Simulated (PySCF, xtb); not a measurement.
CNO, SMILES [N]=C=O (connectivity only; charge and spin as stated), charge -1, multiplicity 1.

Harmonic wavenumbers (cm⁻¹) from GFN2-xTB in xtb at its own minimum, in rising order: 538, 538, 1318, 2464.

Q: What does B3LYP-D3(BJ)/def2-TZVPD run with PySCF give at its own minimum? (Estimate from the structure and the level; the computed values follow.)

A: 637, 637, 1250, 2201. Paired by order, the mean absolute difference is 132 cm⁻¹ and the zero-point energies are 6.9 and 6.8 kcal/mol.
